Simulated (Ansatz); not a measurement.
Al7P8H24, a nanocrystal cut from zinc blende AlP (hydrogen-capped). Charge 0, multiplicity 2. Geometry r2SCAN-D4/def2-SVP, that of the charge +1 singlet; atoms count from 1.

Cartesian coordinates in Å:
```
Al -0.438 -0.158 4.272
Al -3.429 -0.121 1.036
Al 0.364 -3.269 1.314
Al 0.527 0.674 0.348
Al 1.533 -2.287 -2.285
Al -2.291 0.825 -2.582
Al 1.865 1.972 -3.332
P 0.337 -2.327 3.602
P -2.651 0.091 3.379
P 0.795 1.217 2.685
P -1.706 1.069 -0.224
P 1.389 -1.475 0.014
P 1.890 2.219 -0.909
P 2.471 -0.344 -3.500
P -0.499 2.098 -3.719
H -0.209 0.269 5.775
H -4.743 0.763 0.972
H -3.279 -1.661 0.704
H -1.167 -3.319 0.912
H 1.395 -4.471 1.367
H 0.054 -2.417 -2.832
H 2.682 -3.379 -2.325
H -3.616 1.658 -2.832
H -2.000 -0.679 -2.983
H 2.784 3.020 -4.074
H -0.359 -3.233 4.448
H 1.620 -2.431 4.205
H -3.459 -0.753 4.190
H -3.074 1.340 3.910
H 0.492 2.587 2.906
H 2.173 1.223 3.031
H -1.860 2.450 0.094
H 2.729 -1.343 0.480
H 3.230 2.182 -0.441
H 1.559 3.557 -0.564
H 3.885 -0.322 -3.355
H 2.418 -0.625 -4.893
H -0.772 3.492 -3.675
H -0.641 1.909 -5.121
```

Single mean-field runs in def2-TZVP are fitted with def2-universal-jkfit.

**Question.** Estimate the Mulliken populations of the heavy atoms from the PBE0/def2-TZVP orbitals of Ansatz.

**Answer.** 
```tsv
atom	charge (e)	spin (α − β)
Al1	0.33	0.01
Al2	0.22	0.02
Al3	0.22	0.02
Al4	0.28	0.12
Al5	0.22	0.02
Al6	0.22	0.02
Al7	0.33	0.01
P8	-0.26	0.03
P9	-0.26	0.03
P10	-0.29	0.15
P11	-0.32	0.03
P12	-0.32	0.02
P13	-0.29	0.15
P14	-0.26	0.03
P15	-0.26	0.03
```
Mulliken values depend strongly on the basis.

**Question.** Where does the spin sit?

**Answer.** Summed by element: Al 0.23, P 0.48, H 0.29, of 1 unpaired in all. Largest on single atoms: P10 0.15, P13 0.15, Al4 0.12.

**Question.** And the Mayer bond orders between heavy atoms (over 0.3)?

**Answer.** Al1–P8 0.80 (2.40 Å); Al1–P9 0.80 (2.40 Å); Al1–P10 0.77 (2.44 Å); Al2–P9 0.64 (2.48 Å); Al2–P11 0.74 (2.44 Å); Al3–P8 0.64 (2.47 Å); Al3–P12 0.74 (2.44 Å); Al4–P10 0.82 (2.41 Å); Al4–P11 0.87 (2.34 Å); Al4–P12 0.87 (2.34 Å); Al4–P13 0.82 (2.41 Å); Al5–P12 0.74 (2.44 Å); Al5–P14 0.64 (2.48 Å); Al6–P11 0.74 (2.44 Å); Al6–P15 0.64 (2.47 Å); Al7–P13 0.77 (2.44 Å); Al7–P14 0.80 (2.40 Å); Al7–P15 0.80 (2.40 Å).
